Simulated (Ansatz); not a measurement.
`CO[SiH2][SiH2]Cl` + H–F → `CO[SiH2][SiH2]F` + HCl  (ligand exchange at the Si–Cl bond)

Isolated molecules relaxed with PBE0-D4/def2-TZVP in Ansatz; ΔE leaves out vibrations. CBS: MP2 limit from def2 TZ/QZ plus the TZ coupled-cluster correction, frozen cores. This one scheme is used for every species. Functionals use def2-TZVPP. B3LYP here is the variant with VWN-RPA as its local correlation; programs differ in this. HSE06 is defined as in plane-wave codes. One conformer a species, not always the lowest.

| level | ΔE (kJ/mol) | difference from CCSD(T)/CBS |
| --- | --- | --- |
| LDA (SPW92) | -24.7 | -1.3 |
| PBE-D4 | -21.3 | 2.1 |
| revPBE-D4 | -18.6 | 4.8 |
| BLYP-D4 | -31.3 | -7.9 |
| r2SCAN-D4 | -28.2 | -4.8 |
| B97M-V | -32.2 | -8.8 |
| PBE0-D4 | -19.3 | 4.1 |
| B3LYP-D4 | -29.9 | -6.5 |
| r2SCANh-D4 | -26.7 | -3.3 |
| r2SCAN0-D4 | -24.7 | -1.3 |
| HSE06-D4 | -18.9 | 4.5 |
| BHLYP-D4 | -30.0 | -6.6 |
| CAM-B3LYP-D4 | -35.0 | -11.6 |
| ωB97X-V | -28.8 | -5.4 |
| ωB97M-V | -27.3 | -3.9 |
| B2PLYP | -31.1 | -7.7 |
| PBE-QIDH | -20.8 | 2.6 |
| PBE | -23.8 | -0.4 |
| revPBE | -23.2 | 0.2 |
| BLYP | -36.5 | -13.1 |
| r2SCAN | -28.7 | -5.3 |
| PBE0 | -21.5 | 1.9 |
| B3LYP | -34.2 | -10.8 |
| r2SCANh | -27.3 | -3.9 |
| r2SCAN0 | -25.4 | -2.0 |
| HSE06 | -21.0 | 2.4 |
| RPA@PBE/def2-TZVPP | -32.1 | -8.7 |
| HF/def2-SVP | -28.8 | -5.4 |
| MP2/def2-SVP | -26.2 | -2.8 |
| CCSD/def2-SVP | -29.5 | -6.1 |
| CCSD(T)/def2-SVP | -29.0 | -5.6 |
| HF/def2-TZVPP | -36.4 | -13.0 |
| MP2/def2-TZVPP | -22.0 | 1.4 |
| SCS-MP2/def2-TZVPP | -28.3 | -4.9 |
| CCSD(T)/def2-TZVPP | -27.6 | -4.2 |
| HF/def2-QZVPP | -38.1 | -14.7 |
| SCS-MP2/def2-QZVPP | -26.4 | -3.0 |
| HF/CBS(def2) | -38.4 | -15.0 |
| MP2/CBS(def2) | -17.8 | 5.6 |
| CCSD/CBS(def2) | -25.3 | -1.9 |
| CCSD(T)/CBS | -23.4 | 0 |

Largest T1 diagnostic among the species: 0.012.

From r2SCAN to r2SCAN0 (25 % exact exchange), in def2-TZVPP and without D4, ΔE moves by +3.3 kJ/mol. Leaving LDA and LC-ωPBE aside and taking each functional with its dispersion term where it has one, the values spread over 16.4 kJ/mol, from CAM-B3LYP-D4 to revPBE-D4. The D4 term adds +4.2 kJ/mol with B3LYP and +2.2 kJ/mol with PBE0; it sums over pairs of atoms, weighted by their polarisabilities, and B3LYP, whose exchange is more repulsive, gets the larger term.

CCSD(T)/CBS has its own doubt, a few kJ/mol and more with outer-core shells, so smaller differences from it don't rank the levels.
